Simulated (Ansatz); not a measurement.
`C[Se][In]([F])[F]` + HCl → `[F][In]([F])[Cl]` + `C[SeH]` at 600 K and 1 bar (ligand exchange at the In–Se bond).

Isolated molecules relaxed with PBE0-D4/def2-TZVP in Ansatz; ΔE leaves out vibrations. CBS: MP2 limit from def2 TZ/QZ plus the TZ coupled-cluster correction, frozen cores. This one scheme is used for every species. Elements past krypton have def2 core potentials. For In, Se outer-core shells are correlated without core-valence functions, which leaves a few kJ/mol of doubt a bond. Scalar relativity is left out up to krypton. Each species was taken in one conformer, which may not be the lowest.

```csv
species,CCSD(T)/CBS energy (Eh),H − E (kJ/mol),S (J/(mol·K))
`C[Se][In]([F])[F]`,-2830.05920,170.4,491.8
HCl,-460.38127,35.4,207.2
`[F][In]([F])[Cl]`,-849.27843,52.1,382.3
`C[SeH]`,-2441.15625,149.5,312.9
```

H − E and S are ideal-gas, rigid-rotor, harmonic terms from PBE0-D4/def2-TZVP, for one conformer and one mirror image of each species. 1 Eh = 2625.50 kJ/mol, R = 8.31446 J/(mol·K).

Q: By hand: ΔE, ΔH, ΔS and ΔG.

A: ΔE = (-849.27843) + (-2441.15625) − (-2830.05920) − (-460.38127) = 0.00579 Eh = 15.2 kJ/mol. Δ(H − E) = 52.1 + 149.5 − 170.4 − 35.4 = -4.2, so ΔH = 11.0 kJ/mol. ΔS = 382.3 + 312.9 − 491.8 − 207.2 = -3.8 J/(mol·K). ΔG = 11.0 − 600 × (-3.8)/1000 = 13.3 kJ/mol.

Q: By hand: the equilibrium constant, and the temperature at which ΔG would vanish if ΔH and ΔS stayed fixed.

A: log₁₀ K = −ΔG/(RT ln 10) = -1.2. ΔH and −TΔS have one sign here, so there is no such temperature.

The number of gas molecules stays the same, so ΔS is small and ΔH decides. A doubt of 5 kJ/mol in ΔE shifts log₁₀ K by 0.4 here. Other conformers and mirror images would add mixing entropy, several J/(mol·K) or more a flexible species. Modes under 60 cm⁻¹, often nearly free rotors, make the harmonic entropy too high. These are equilibria of isolated gas molecules and say nothing of rates. Largest T1 diagnostic: 0.016 (customary marks: 0.02 for closed shells, 0.045 for open ones).

ΔS is within the doubt of such terms, so its sign, and with it that verdict, could turn.
